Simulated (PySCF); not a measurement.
C₃H₆FIn. Atoms are numbered in the order given.

```xyz
11

In     0.0165     0.1847     0.1286
F      1.2520     1.7367    -0.1346
C     -1.2277     0.4652     1.8749
H     -1.9177    -0.3865     2.0201
H     -1.8059     1.4001     1.7441
H     -0.5689     0.5705     2.7582
C      0.3307    -1.2696    -1.4248
C     -0.3625    -2.4223    -1.5057
H      1.1004    -1.0469    -2.1858
H     -0.1849    -3.1567    -2.3140
H     -1.1437    -2.7029    -0.7769
```

Geometry: PBE-D3(BJ)/def2-SVP. The structure was generated by enumeration; whether it is a known compound was not checked. The def2 effective core potentials stand for the cores of In; spin–orbit coupling is left out. One conformer was computed; it need not be the lowest.

Method: PBE-D3(BJ)/def2-SVP (PySCF).

Frequencies are harmonic and unscaled.

Task: Estimate the vibrational spectrum. (Estimate from the structure and the level; the computed values follow.)

Result: 
```
mode  ν (cm⁻¹)  IR (km/mol)  moving atoms (share of kinetic energy)
----  --------  -----------  --------------------------------------
1           35          0.2                                  H 98 %
2           60          1.7                  C 41 %, H 28 %, F 23 %
3           71          1.5         C 54 %, H 23 %, In 13 %, F 10 %
4          126          3.1          C 36 %, H 32 %, In 23 %, F 9 %
5          132         14.9         F 55 %, C 21 %, In 12 %, H 12 %
6          250          4.9                 C 68 %, H 19 %, In 10 %
7          426         21.8                          H 70 %, C 29 %
8          466          1.0                          C 78 %, H 20 %
9          509         52.9                 C 63 %, H 19 %, In 19 %
10         561         60.7                         F 86 %, In 14 %
11         678         31.8                          H 84 %, C 15 %
12         707         38.9                          H 83 %, C 16 %
13         941         29.1                          H 72 %, C 28 %
14         954          8.2                          H 88 %, C 12 %
15        1007         11.4                                  H 94 %
16        1129          2.0                          H 83 %, C 17 %
17        1195         23.3                          H 73 %, C 27 %
18        1368          8.1                          H 84 %, C 16 %
19        1379          2.7                                  H 95 %
20        1381          1.7                                  H 95 %
21        1601          4.1                          C 85 %, H 15 %
22        2992          3.1                                  H 98 %
23        3031         21.1                                  H 95 %
24        3081          5.2                           H 91 %, C 9 %
25        3106          0.6                           H 91 %, C 9 %
26        3115          2.0                          H 90 %, C 10 %
27        3119          8.8                          H 90 %, C 10 %
```
